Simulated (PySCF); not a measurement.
# Working out the ionisation energy of Kr⁺

Kr⁺ [Ar] 3d10 4s2 4p5 (2P) → Kr²⁺ [Ar] 3d10 4s2 4p4 (3P). Calculation: PySCF 2.14, in cc-pVDZ-PP with ECP10MDF (4s3p2d, 23 functions); scalar relativity through the core potential. Frozen: 3s2 3p6 3d10. Energies in hartree (1 hartree = 27.21139 eV):

| part | Kr⁺ (lower) | Kr²⁺ (upper) |
| --- | --- | --- |
| UHF | -461.696004 | -460.840966 |
| CCSD correlation | -0.106831 | -0.088015 |
| (T) | -0.000859 | -0.000742 |

Q: What does Hartree-Fock give?

A: (-460.840966) − (-461.696004) = 0.855038 hartree = 23.267 eV.

Q: What do CCSD and CCSD(T) give?

A: The CCSD correlation energies differ by 0.018816 hartree = 0.512 eV and the triples by 0.000117 hartree = 0.003 eV, so CCSD gives 23.779 eV and CCSD(T) 23.782 eV.

Reference: 24.360 eV (measured; NIST Atomic Spectra Database, ionization energies), between the lowest levels; spin-orbit coupling is absent from the calculation.

A double-zeta basis recovers only part of the correlation energy.

What remains against the reference includes basis incompleteness, the frozen core and higher excitations.
